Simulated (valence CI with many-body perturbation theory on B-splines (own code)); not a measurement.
## Forbidden lines of Yb XXXII

Calculated by configuration interaction combined with many-body perturbation theory (CI+MBPT): three valence electrons over a frozen Dirac-Fock core [Kr], radial functions for each j: 7 s, 7 p, 8 d, 6 f, 4 g, 1 h, with the one-electron correlation potential Σ1 (screened to all orders), the two-electron term Σ2, the three-electron term Σ3, Breit, model QED; selected single and double excitations, second order for the rest, scaled by the run's own slope (own B-spline code, finite nucleus).

The last digits are not significant, and no measured levels were compared; by estimate large intervals hold to a few tenths of a per cent, small ones and those within an open d or f shell to about a per cent. The list stops below the first excitations out of the core.

Lines 1 to 50 of 62 in falling wavelength, among levels below 911150 cm⁻¹, chosen from the decays that carry over 1 % of a level's rate. Wavelengths and rates use the calculated energies. Electric multipoles are in the length gauge, E1 and E2 with the static RPA response of the core. Weak lines are less certain than strong ones. Lines between different terms over intervals too small for the method are left out, as are lines whose strength nearly cancels. The highest levels of a list are the least certain.

Levels are named by their leading jj configuration (3d3/2^4 stands for four electrons in 3d with j = 3/2), which in mixed levels can hold well under half, so a name can repeat and another be missing. Letters in brackets count levels of one name in rising energy.

| λ vac (nm) | Upper | Lower | Type | A (s⁻¹) | Branch % |
| --- | --- | --- | --- | --- | --- |
| 2486 | (4d3/2^2 4d5/2) J=9/2 | (4d3/2^2 4d5/2) J=7/2 | M1 | 5.52e-01 | 100.0 |
| 726.4 | (4d3/2^2 4d5/2) J=1/2 | (4d3/2^2 4d5/2) J=3/2 | M1 | 6.01e+01 | 1.1 |
| 371.3 | (4d3/2^2 4d5/2) J=7/2 | (4d3/2^2 4d5/2) J=5/2 [a] | M1 | 3.38e+02 | 99.0 |
| 356.6 | (4d3/2 4d5/2^2) J=11/2 | (4d3/2 4d5/2^2) J=9/2 | M1 | 1.18e+02 | 1.3 |
| 301.6 | (4d3/2 4d5/2^2) J=5/2 [b] | (4d3/2 4d5/2^2) J=3/2 [a] | M1 | 2.62e+02 | 1.8 |
| 243.4 | (4d3/2 4d5/2^2) J=5/2 [a] | (4d3/2 4d5/2^2) J=7/2 [a] | M1 | 2.57e+02 | 1.2 |
| 183.8 | (4d5/2^3) J=3/2 | (4d3/2 4d5/2^2) J=3/2 [b] | M1 | 7.38e+02 | 1.6 |
| 166.6 | (4d3/2^2 4d5/2) J=5/2 [b] | (4d3/2^2 4d5/2) J=7/2 | M1 | 2.03e+02 | 4.9 |
| 156.8 | (4d3/2 4d5/2^2) J=7/2 [b] | (4d3/2 4d5/2^2) J=7/2 [a] | M1 | 5.55e+02 | 4.6 |
| 150.9 | (4d3/2 4d5/2^2) J=5/2 [a] | (4d3/2^2 4d5/2) J=5/2 [b] | M1 | 2.56e+03 | 12.4 |
| 147.0 | (4d3/2^2 4d5/2) J=5/2 [b] | (4d3/2^2 4d5/2) J=3/2 | M1 | 1.63e+03 | 39.3 |
| 130.2 | (4d3/2 4d5/2^2) J=3/2 [b] | (4d3/2 4d5/2^2) J=1/2 | M1 | 1.86e+03 | 5.7 |
| 123.0 | (4d5/2^3) J=5/2 | (4d3/2 4d5/2^2) J=3/2 [b] | M1 | 1.95e+03 | 2.8 |
| 122.3 | (4d5/2^3) J=9/2 | (4d3/2 4d5/2^2) J=11/2 | M1 | 1.30e+03 | 2.9 |
| 121.1 | (4d3/2 4d5/2^2) J=5/2 [b] | (4d3/2^2 4d5/2) J=5/2 [b] | M1 | 5.34e+03 | 36.1 |
| 118.4 | (4d3/2^2 4d5/2) J=5/2 [a] | (4d3/2^3) J=3/2 | M1 | 1.64e+04 | 100.0 |
| 118.2 | (4d3/2 4d5/2^2) J=3/2 [b] | (4d3/2 4d5/2^2) J=3/2 [a] | M1 | 3.08e+03 | 9.5 |
| 117.4 | (4d3/2 4d5/2^2) J=7/2 [a] | (4d3/2^2 4d5/2) J=7/2 | M1 | 6.35e+03 | 18.4 |
| 115.0 | (4d3/2^2 4d5/2) J=5/2 [b] | (4d3/2^2 4d5/2) J=5/2 [a] | M1 | 3.79e+02 | 9.1 |
| 112.4 | (4d3/2 4d5/2^2) J=7/2 [b] | (4d3/2^2 4d5/2) J=5/2 [b] | M1 | 1.03e+03 | 8.6 |
| 108.4 | (4d3/2 4d5/2^2) J=9/2 | (4d3/2^2 4d5/2) J=9/2 | M1 | 1.20e+04 | 61.0 |
| 103.8 | (4d3/2 4d5/2^2) J=9/2 | (4d3/2^2 4d5/2) J=7/2 | M1 | 7.68e+03 | 39.0 |
| 96.72 | (4d3/2^2 4d5/2) J=3/2 | (4d3/2^3) J=3/2 | M1 | 1.40e+04 | 99.4 |
| 96.46 | (4d3/2 4d5/2^2) J=3/2 [a] | (4d3/2^2 4d5/2) J=1/2 | M1 | 4.60e+03 | 10.0 |
| 94.47 | (4d5/2^3) J=3/2 | (4d3/2 4d5/2^2) J=5/2 [b] | M1 | 1.13e+03 | 2.4 |
| 91.09 | (4d5/2^3) J=9/2 | (4d3/2 4d5/2^2) J=9/2 | M1 | 1.79e+04 | 40.1 |
| 89.76 | (4d3/2^2 4d5/2) J=7/2 | (4d3/2^3) J=3/2 | E2 | 3.45e+00 | 1.0 |
| 89.68 | (4d3/2 4d5/2^2) J=1/2 | (4d3/2^2 4d5/2) J=1/2 | M1 | 2.66e+04 | 94.0 |
| 89.17 | (4d3/2 4d5/2^2) J=7/2 [a] | (4d3/2^2 4d5/2) J=5/2 [a] | M1 | 2.82e+04 | 81.6 |
| 85.35 | (4d3/2^2 4d5/2) J=1/2 | (4d3/2^3) J=3/2 | M1 | 5.18e+03 | 98.5 |
| 85.15 | (4d3/2 4d5/2^2) J=3/2 [a] | (4d3/2^2 4d5/2) J=3/2 | M1 | 2.70e+04 | 58.5 |
| 83.11 | (4d3/2 4d5/2^2) J=11/2 | (4d3/2^2 4d5/2) J=9/2 | M1 | 8.63e+03 | 98.6 |
| 82.73 | (4d5/2^3) J=9/2 | (4d3/2 4d5/2^2) J=7/2 [a] | M1 | 2.48e+04 | 55.9 |
| 81.87 | (4d5/2^3) J=3/2 | (4d3/2 4d5/2^2) J=5/2 [a] | M1 | 1.70e+04 | 36.6 |
| 79.83 | (4d3/2 4d5/2^2) J=1/2 | (4d3/2^2 4d5/2) J=3/2 | M1 | 1.34e+03 | 4.8 |
| 79.18 | (4d3/2 4d5/2^2) J=5/2 [a] | (4d3/2^2 4d5/2) J=7/2 | M1 | 1.38e+03 | 6.7 |
| 79.16 | (4d5/2^3) J=5/2 | (4d3/2 4d5/2^2) J=7/2 [b] | M1 | 6.78e+03 | 9.9 |
| 76.23 | (4d5/2^3) J=3/2 | (4d3/2 4d5/2^2) J=1/2 | M1 | 9.64e+03 | 20.7 |
| 75.34 | (4d5/2^3) J=5/2 | (4d3/2 4d5/2^2) J=5/2 [b] | M1 | 1.20e+04 | 17.4 |
| 74.63 | (4d3/2 4d5/2^2) J=3/2 [b] | (4d3/2^2 4d5/2) J=5/2 [b] | M1 | 1.60e+04 | 48.9 |
| 74.46 | (4d3/2 4d5/2^2) J=5/2 [a] | (4d3/2^2 4d5/2) J=3/2 | M1 | 1.38e+04 | 66.7 |
| 73.34 | (4d3/2 4d5/2^2) J=3/2 [a] | (4d3/2^2 4d5/2) J=5/2 [a] | M1 | 1.34e+04 | 28.9 |
| 71.94 | (4d5/2^3) J=3/2 | (4d3/2 4d5/2^2) J=3/2 [a] | M1 | 1.62e+04 | 34.9 |
| 70.14 | (4d3/2 4d5/2^2) J=5/2 [b] | (4d3/2^2 4d5/2) J=7/2 | M1 | 7.99e+03 | 54.0 |
| 68.98 | (4d3/2 4d5/2^2) J=7/2 [b] | (4d3/2^2 4d5/2) J=9/2 | M1 | 4.64e+03 | 38.8 |
| 67.12 | (4d3/2 4d5/2^2) J=7/2 [b] | (4d3/2^2 4d5/2) J=7/2 | M1 | 4.46e+03 | 37.3 |
| 67.11 | (4d5/2^3) J=5/2 | (4d3/2 4d5/2^2) J=5/2 [a] | M1 | 1.50e+04 | 21.8 |
| 65.26 | (4d3/2 4d5/2^2) J=5/2 [a] | (4d3/2^2 4d5/2) J=5/2 [a] | M1 | 2.10e+03 | 10.2 |
| 60.28 | (4d5/2^3) J=5/2 | (4d3/2 4d5/2^2) J=3/2 [a] | M1 | 1.95e+04 | 28.4 |
| 58.99 | (4d3/2 4d5/2^2) J=5/2 [b] | (4d3/2^2 4d5/2) J=5/2 [a] | M1 | 9.27e+02 | 6.3 |
